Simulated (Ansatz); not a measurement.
Job for Ansatz (an electronic-structure program): R-B3LYP-D3(BJ)/def2-TZVP on CH5B (SMILES BC).

Ansatz 0.2 input:
```yaml
crystal:
  periodic: [false, false, false]
  atoms:
    - {symbol: B, position_ang: [-0.46006310, -0.75803763, 0.07747586]}
    - {symbol: H, position_ang: [-0.12601776, -1.55724012, 0.85525060]}
    - {symbol: H, position_ang: [-1.42129569, -0.95679354, -0.55176620]}
    - {symbol: C, position_ang: [0.32078575, 0.57929526, -0.09079339]}
    - {symbol: H, position_ang: [0.16786243, 1.16768596, 0.77132245]}
    - {symbol: H, position_ang: [0.08285910, 1.10447356, -0.99152847]}
    - {symbol: H, position_ang: [1.35936332, 0.36371387, -0.18185205]}
basis:
  gaussian:
    orbitals: def2-TZVP
hamiltonian:
  xc: b3lyp
  dispersion: d3bj
relax: {f_tol: 0.003, max_steps: 120}
```

It printed:

```
WARN ansatz: RAYON_NUM_THREADS=1 ignored (pool sized by the plan → 1); use --threads N
Functional definition: B3LYP
integrals: 0.02 GiB planned
569 factors; their error is unknown
mean field: 0.20 GiB planned
mean field evaluation 1: about -1788.7411 eV, gradient 5.3e1 eV
mean field evaluation 2: about -1786.6226 eV, gradient 5.7e1 eV
mean field evaluation 4: about -1795.1328 eV, gradient 8.1e-1 eV
mean field evaluation 8: about -1795.1235 eV, gradient 2.7e-1 eV
mean field -1795.12358359 eV, -65.9695749185 hartree, gradient 1.7e-5 eV, S^2 0.000000; 0 other end points of the search recorded, 0 dependent functions left out
the calculation of the forces begins
reference -1795.12380279 eV, -65.9695829738 hartree; 8, 8 occupied and 84, 84 virtual orbitals, 569 factors
relax step   1: F+E_penalty+E_count = -1795.24953460 eV  Δ(F+E_penalty+E_count) = +0.000e0 eV  max|allowed force component| = 1.452e0 eV/Å  Δτ_max = 0.0000 Å  (24 SCF iters, accepted)
these checks for a lower state are left out or cut short: starts, cluster_reference, orbital_swaps, neighbouring_geometries, increment
integrals: 0.02 GiB planned
569 factors; their error is unknown
mean field: 0.20 GiB planned
mean field evaluation 16: about -1795.2228 eV, gradient 2.7e0 eV
mean field -1795.22909115 eV, -65.9734522497 hartree, gradient 1.5e-5 eV, S^2 0.000000; 0 other end points of the search recorded, 0 dependent functions left out
the calculation of the forces begins
reference -1795.22931291 eV, -65.9734603993 hartree; 8, 8 occupied and 84, 84 virtual orbitals, 569 factors
relax step   2: F+E_penalty+E_count = -1795.35441634 eV  Δ(F+E_penalty+E_count) = -1.049e-1 eV  max|allowed force component| = 5.743e-1 eV/Å  Δτ_max = 0.0482 Å  (29 SCF iters, accepted)
these checks for a lower state are left out or cut short: starts, cluster_reference, orbital_swaps, neighbouring_geometries, increment
integrals: 0.02 GiB planned
569 factors; their error is unknown
mean field: 0.20 GiB planned
mean field -1795.23984665 eV, -65.9738475071 hartree, gradient 1.5e-5 eV, S^2 0.000000; 0 other end points of the search recorded, 0 dependent functions left out
the calculation of the forces begins
reference -1795.24006972 eV, -65.9738557049 hartree; 8, 8 occupied and 84, 84 virtual orbitals, 569 factors
relax step   3: F+E_penalty+E_count = -1795.36502432 eV  Δ(F+E_penalty+E_count) = -1.061e-2 eV  max|allowed force component| = 2.965e-1 eV/Å  Δτ_max = 0.0639 Å  (28 SCF iters, accepted)
these checks for a lower state are left out or cut short: starts, cluster_reference, orbital_swaps, neighbouring_geometries, increment
integrals: 0.02 GiB planned
569 factors; their error is unknown
mean field: 0.20 GiB planned
mean field evaluation 32: about -1795.2455 eV, gradient 2.8e-1 eV
mean field -1795.24560995 eV, -65.9740593044 hartree, gradient 1.5e-5 eV, S^2 0.000000; 0 other end points of the search recorded, 0 dependent functions left out
the calculation of the forces begins
reference -1795.24583306 eV, -65.9740675036 hartree; 8, 8 occupied and 84, 84 virtual orbitals, 569 factors
relax step   4: F+E_penalty+E_count = -1795.37072126 eV  Δ(F+E_penalty+E_count) = -5.697e-3 eV  max|allowed force component| = 2.188e-1 eV/Å  Δτ_max = 0.0437 Å  (28 SCF iters, accepted)
these checks for a lower state are left out or cut short: starts, cluster_reference, orbital_swaps, neighbouring_geometries, increment
integrals: 0.02 GiB planned
569 factors; their error is unknown
mean field: 0.20 GiB planned
mean field -1795.25112562 eV, -65.9742620016 hartree, gradient 1.4e-5 eV, S^2 0.000000; 0 other end points of the search recorded, 0 dependent functions left out
the calculation of the forces begins
reference -1795.25134859 eV, -65.9742701957 hartree; 8, 8 occupied and 84, 84 virtual orbitals, 569 factors
relax step   5: F+E_penalty+E_count = -1795.37632332 eV  Δ(F+E_penalty+E_count) = -5.602e-3 eV  max|allowed force component| = 4.605e-2 eV/Å  Δτ_max = 0.0929 Å  (28 SCF iters, accepted)
these checks for a lower state are left out or cut short: starts, cluster_reference, orbital_swaps, neighbouring_geometries, increment
integrals: 0.02 GiB planned
569 factors; their error is unknown
mean field: 0.20 GiB planned
mean field -1795.24865991 eV, -65.9741713884 hartree, gradient 1.6e-5 eV, S^2 0.000000; 0 other end points of the search recorded, 0 dependent functions left out
the calculation of the forces begins
reference -1795.24888379 eV, -65.9741796159 hartree; 8, 8 occupied and 84, 84 virtual orbitals, 569 factors
relax step   6: F+E_penalty+E_count = -1795.37392375 eV  Δ(F+E_penalty+E_count) = +2.400e-3 eV  max|allowed force component| = 2.902e-1 eV/Å  Δτ_max = 0.1228 Å  (28 SCF iters, rejected (line search))
these checks for a lower state are left out or cut short: starts, cluster_reference, orbital_swaps, neighbouring_geometries, increment
integrals: 0.02 GiB planned
569 factors; their error is unknown
mean field: 0.20 GiB planned
mean field -1795.25239490 eV, -65.9743086466 hartree, gradient 1.5e-5 eV, S^2 0.000000; 0 other end points of the search recorded, 0 dependent functions left out
the calculation of the forces begins
reference -1795.25261800 eV, -65.9743168456 hartree; 8, 8 occupied and 84, 84 virtual orbitals, 569 factors
relax step   7: F+E_penalty+E_count = -1795.37764453 eV  Δ(F+E_penalty+E_count) = -1.321e-3 eV  max|allowed force component| = 3.809e-2 eV/Å  Δτ_max = 0.0614 Å  (29 SCF iters, accepted)
these checks for a lower state are left out or cut short: starts, cluster_reference, orbital_swaps, neighbouring_geometries, increment
integrals: 0.02 GiB planned
569 factors; their error is unknown
mean field: 0.20 GiB planned
mean field evaluation 64: about -1795.2527 eV, gradient 1.5e-5 eV
mean field -1795.25272090 eV, -65.9743206270 hartree, gradient 1.5e-5 eV, S^2 0.000000; 0 other end points of the search recorded, 0 dependent functions left out
the calculation of the forces begins
reference -1795.25294433 eV, -65.9743288380 hartree; 8, 8 occupied and 84, 84 virtual orbitals, 569 factors
relax step   8: F+E_penalty+E_count = -1795.37798355 eV  Δ(F+E_penalty+E_count) = -3.390e-4 eV  max|allowed force component| = 7.054e-2 eV/Å  Δτ_max = 0.0456 Å  (29 SCF iters, accepted)
these checks for a lower state are left out or cut short: starts, cluster_reference, orbital_swaps, neighbouring_geometries, increment
integrals: 0.02 GiB planned
569 factors; their error is unknown
mean field: 0.20 GiB planned
mean field -1795.25206539 eV, -65.9742965374 hartree, gradient 1.5e-5 eV, S^2 0.000000; 0 other end points of the search recorded, 0 dependent functions left out
the calculation of the forces begins
reference -1795.25228861 eV, -65.9743047407 hartree; 8, 8 occupied and 84, 84 virtual orbitals, 569 factors
relax step   9: F+E_penalty+E_count = -1795.37740218 eV  Δ(F+E_penalty+E_count) = +5.814e-4 eV  max|allowed force component| = 1.109e-1 eV/Å  Δτ_max = 0.0197 Å  (30 SCF iters, rejected (line search))
these checks for a lower state are left out or cut short: starts, cluster_reference, orbital_swaps, neighbouring_geometries, increment
integrals: 0.02 GiB planned
569 factors; their error is unknown
mean field: 0.20 GiB planned
mean field -1795.25317177 eV, -65.9743371962 hartree, gradient 1.5e-5 eV, S^2 0.000000; 0 other end points of the search recorded, 0 dependent functions left out
the calculation of the forces begins
reference -1795.25339515 eV, -65.9743454051 hartree; 8, 8 occupied and 84, 84 virtual orbitals, 569 factors
relax step  10: F+E_penalty+E_count = -1795.37843147 eV  Δ(F+E_penalty+E_count) = -4.479e-4 eV  max|allowed force component| = 1.833e-2 eV/Å  Δτ_max = 0.0098 Å  (29 SCF iters, accepted)
these checks for a lower state are left out or cut short: starts, cluster_reference, orbital_swaps, neighbouring_geometries, increment
integrals: 0.02 GiB planned
569 factors; their error is unknown
mean field: 0.20 GiB planned
mean field -1795.25323183 eV, -65.9743394034 hartree, gradient 1.5e-5 eV, S^2 0.000000; 0 other end points of the search recorded, 0 dependent functions left out
the calculation of the forces begins
reference -1795.25345522 eV, -65.9743476129 hartree; 8, 8 occupied and 84, 84 virtual orbitals, 569 factors
relax step  11: F+E_penalty+E_count = -1795.37849024 eV  Δ(F+E_penalty+E_count) = -5.877e-5 eV  max|allowed force component| = 1.979e-3 eV/Å  Δτ_max = 0.0098 Å  (28 SCF iters, accepted)
these checks for a lower state are left out or cut short: starts, cluster_reference, orbital_swaps, neighbouring_geometries, increment
integrals: 0.02 GiB planned
569 factors; their error is unknown
mean field: 0.20 GiB planned
mean field -1795.25322954 eV, -65.9743393191 hartree, gradient 1.5e-5 eV, S^2 0.000000; 0 other end points of the search recorded, 0 dependent functions left out
the calculation of the forces begins
reference -1795.25345295 eV, -65.9743475294 hartree; 8, 8 occupied and 84, 84 virtual orbitals, 569 factors
relax step  12: F+E_penalty+E_count = -1795.37848568 eV  Δ(F+E_penalty+E_count) = +4.559e-6 eV  max|allowed force component| = 9.697e-3 eV/Å  Δτ_max = 0.0043 Å  (31 SCF iters, rejected (line search))
these checks for a lower state are left out or cut short: starts, cluster_reference, orbital_swaps, neighbouring_geometries, increment
integrals: 0.02 GiB planned
569 factors; their error is unknown
mean field: 0.20 GiB planned
mean field evaluation 96: about -1795.2532 eV, gradient 9.2e-5 eV
mean field -1795.25323822 eV, -65.9743396381 hartree, gradient 1.5e-5 eV, S^2 0.000000; 0 other end points of the search recorded, 0 dependent functions left out
the calculation of the forces begins
reference -1795.25346162 eV, -65.9743478482 hartree; 8, 8 occupied and 84, 84 virtual orbitals, 569 factors
relax step  13: F+E_penalty+E_count = -1795.37849301 eV  Δ(F+E_penalty+E_count) = -2.775e-6 eV  max|allowed force component| = 1.811e-3 eV/Å  Δτ_max = 0.0021 Å  (30 SCF iters, accepted)
integrals: 0.02 GiB planned
569 factors; their error is unknown
mean field: 0.20 GiB planned
mean field -1795.25323822 eV, -65.9743396381 hartree, gradient 1.5e-5 eV, S^2 0.000000; 1 other end points of the search recorded, 0 dependent functions left out
the calculation of the forces begins
reference -1795.25346162 eV, -65.9743478482 hartree; 8, 8 occupied and 84, 84 virtual orbitals, 569 factors
Total energy: -1795.37871642 eV, -65.9789508770 hartree
Atom 0 at    -0.459718    -0.763305     0.065808 Å, force    -0.001123    -0.000529     0.001811 eV/Å
Atom 1 at    -0.047180    -1.647193     0.755017 Å, force     0.000564    -0.000329    -0.000557 eV/Å
Atom 2 at    -1.548710    -0.882639    -0.409883 Å, force     0.000137     0.000271    -0.000576 eV/Å
Atom 3 at     0.361518     0.536697    -0.138607 Å, force    -0.000246     0.000336    -0.000035 eV/Å
Atom 4 at     0.047975     1.185186     0.698471 Å, force    -0.000177     0.000030    -0.000104 eV/Å
Atom 5 at     0.128058     1.092779    -1.047810 Å, force     0.000447     0.000119    -0.000330 eV/Å
Atom 6 at     1.441550     0.421572    -0.034886 Å, force     0.000399     0.000101    -0.000209 eV/Å
Dipole moment:     0.066629     0.125811    -0.002896 e Å
```

The calculation finished and met its thresholds.

Cost: very roughly 40 core-seconds.
